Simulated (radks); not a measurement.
The numbers below are computed, except where a source is named.
Task: Isoelectronic series with 52 electrons, each ion in its NIST ground configuration. Code: a radial shooting solver on a logarithmic mesh with Libxc functionals. Model: scalar-relativistic Kohn-Sham, PBE, spin-polarised, spherical densities, point nucleus; open shells are filled with parallel spins first (spin-orbit coupling, left out, can overturn this in heavy ions). Total energies (hartree) and mean radii <r> (bohr):

ion,configuration,E (hartree),4d down,4d up,4p down
Te,[Kr] 4d10 5s2 5p4,-6794.50483,0.9700,0.9737,0.8209
I+,[Kr] 4d10 5s2 5p4,-7116.01488,0.9185,0.9218,0.7917
Xe2+,[Kr] 4d10 5s2 5p4,-7446.07149,0.8730,0.8759,0.7643
Cs3+,[Kr] 4d10 5s2 5p4,-7784.6994,0.8324,0.8349,0.7386
Ba4+,[Kr] 4d10 5s2 5p4,-8131.9330,0.7958,0.7980,0.7144
La5+,[Kr] 4d10 5s2 5p4,-8487.8125,0.7627,0.7646,0.6917
Ce6+,[Kr] 4d10 5s2 5p4,-8852.3830,0.7325,0.7342,0.6703
Pr7+,[Kr] 4d10 4f1 5s2 5p3,-9225.6157,0.7105,0.7131,0.6530
Nd8+,[Kr] 4d10 4f2 5s2 5p2,-9607.8661,0.6912,0.6928,0.6371
Pm9+,[Kr] 4d10 4f3 5s2 5p1,-9999.3611,0.6732,0.6738,0.6221
Sm10+,[Kr] 4d10 4f4 5s2,-10400.2048,0.6564,0.6559,0.6079
Eu11+,[Kr] 4d10 4f4 5s2,-10810.2409,0.6353,0.6346,0.5917
Tb13+,[Kr] 4d10 4f4 5s2,-11657.7809,0.5968,0.5958,0.5616
Dy14+,[Kr] 4d10 4f4 5s2,-12095.4138,0.5792,0.5782,0.5475
Ho15+,[Kr] 4d10 4f4 5s2,-12542.3805,0.5627,0.5616,0.5341
Er16+,[Kr] 4d10 4f6,-12999.6349,0.5546,0.5533,0.5257
Tm17+,[Kr] 4d10 4f6,-13466.1076,0.5395,0.5382,0.5133

Estimate the row of Gd12+ ([Kr] 4d10 4f4 5s2).

Result: E (hartree) -11229.4121; 4d down 0.6155; 4d up 0.6146; 4p down 0.5763.
